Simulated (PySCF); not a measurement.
Spin states of SbS

Unrestricted PBE0; PySCF, spin-free X2C with a Gaussian nucleus, basis sets Sb x2c-TZVPPall, S x2c-TZVPPall. Outer shells of the fragments: Sb 4d10 5s2 5p3; S 3s2 3p4.

Followed along the bond (rough minima from three points):

```tsv
2Ms+1	unpaired	⟨S²⟩ at the start	R at minimum (Å)	Te (eV)
2	π ↑	0.79	2.21	0.00
4	π ↑↑↑	3.76	none in the scan	≤ 1.47
2	π ↑↑↓	1.76	none in the scan	≤ 1.80
6	σ ↑, π ↑↑↑↑	8.75	none in the scan	≤ 5.17
```

Solutions found at the starting distance of 2.350 Å, counted from the lowest of them; the search is not exhaustive and high or unbound solutions are not listed, so other states can lie among these:

| 2Ms+1 | unpaired | term | E (eV) | ⟨S²⟩ | ⟨Lz²⟩ | μ (D) |
| --- | --- | --- | --- | --- | --- | --- |
| 2 | π ↑ | ²Π | 0.00 | 0.79 | 1.01 | -2.84 |
| 4 | π ↑↑↑ | ⁴Π | 1.29 | 3.76 | 1.01 | -0.93 |
| 2 | π ↑↑↓ | mixed | 1.62 | 1.76 | 3.04 | -0.93 |
| 4 | σ ↑, π ↑↑ | ⁴Σ⁻ | 2.33 | 3.76 | 0.00 | -2.25 |
| 2 | σ ↓, π ↑↑ | mixed | 2.73 | 1.77 | 0.00 | -2.23 |
| 2 | π ↑ | mixed | 2.77 | 0.75 | 3.02 | -0.99 |
| 2 | σ ↑, π ↑↓ | mixed | 2.79 | 1.77 | 2.02 | -2.10 |
| 4 | σ ↑, π ↑↑ | mixed | 4.38 | 3.76 | 2.02 | -0.77 |
| 4 | σ ↑, π ↑↑ | mixed | 4.79 | 3.76 | 2.01 | -1.14 |
| 2 | σ ↓, π ↑↑ | mixed | 4.83 | 1.77 | 2.02 | -0.72 |
| 4 | σ ↑↑, π ↑ | ⁴Π | 5.19 | 3.78 | 1.01 | -1.66 |
| 6 | σ ↑, π ↑↑↑↑ | ⁶Σ⁺ | 6.18 | 8.75 | 0.00 | 2.79 |
| 6 | σ ↑↑, π ↑↑↑ | ⁶Π | 6.28 | 8.76 | 1.01 | 0.73 |

A term symbol is given only where ⟨S²⟩ and ⟨Lz²⟩ are close to those of a pure state; real π, δ and φ orbitals otherwise mix terms. A positive dipole means Sb(−)S(+).

Spin–orbit coupling is left out. Counting both spins, an empty level lies below a filled one in some of these solutions, because spin and occupation are held.
